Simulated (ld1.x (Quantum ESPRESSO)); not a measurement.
# Ni (Z = 28) TM semilocal: all-electron and pseudo phase curves

Ni (Z = 28), norm-conserving Troullier–Martins (semilocal form), made with ld1.x (Quantum ESPRESSO) 7.5 (Wu–Cohen, scalar-relativistic). Core [Ar], reference 3d9 4s1 4p0. Waves: 4s (bound): rc 1.70 bohr; 4p (bound, empty): rc 2.70 bohr; 4f channel at 0.1 Ry: rc 2.95 bohr; 3d (bound): rc 1.10 bohr. Local part: the d channel. Core correction: a·sin(br)/r model core inside 0.55 bohr.

The phase is arctan(r·u′/u) with u = r·R(r), unwrapped; energies in Ry, scanned from -2 to 5 Ry. A pole is an energy at which the radial function vanishes at the test radius. The pseudo phase is shifted by a multiple of π to meet the all-electron one at the reference energy, and phase errors are pseudo minus all-electron; the curves can meet again beyond the range given. Levels narrower than the energy grid can be missing from the lists of poles.

| channel | radius (bohr) | reference energy (Ry) | poles, all-electron | poles, pseudo | unbroken range about the reference energy with phases within 0.05 rad | phase error 1 Ry above the reference energy (rad) |
| --- | --- | --- | --- | --- | --- | --- |
| s | 3.19 | -0.33 | 0.41 | 0.40, 4.33 | below 1.7 | -0.004 |
| p | 3.19 | -0.05 | 1.19 | 1.16 | below 2.3 | -0.005 |
| d | 3.19 | -0.34 | -0.30, 2.64 | -0.30, 2.67 | below 4.3 | +0.004 |
| f | 3.19 | 0.10 | 3.50 | 3.58 | below 4.7 | +0.001 |

Phases in the d channel:

```tsv
E (Ry)	all-electron	pseudo
-2.00	1.361	1.361
-1.76	1.348	1.348
-1.52	1.333	1.333
-1.28	1.314	1.314
-1.04	1.288	1.288
-0.80	1.248	1.248
-0.56	1.152	1.152
-0.32	-1.437	-1.437
-0.08	-1.861	-1.861
0.16	-1.968	-1.968
0.40	-2.096	-2.095
0.64	-2.317	-2.313
0.88	-2.785	-2.773
1.12	-3.574	-3.556
1.36	-4.125	-4.114
1.60	-4.380	-4.373
1.84	-4.514	-4.508
2.08	-4.596	-4.591
2.32	-4.654	-4.649
2.56	-4.699	-4.694
2.80	-4.737	-4.732
3.04	-4.772	-4.766
3.28	-4.808	-4.801
3.52	-4.848	-4.838
3.76	-4.897	-4.883
4.00	-4.964	-4.941
4.24	-5.072	-5.029
4.48	-5.282	-5.186
4.72	-5.810	-5.541
4.96	-6.783	-6.386
```
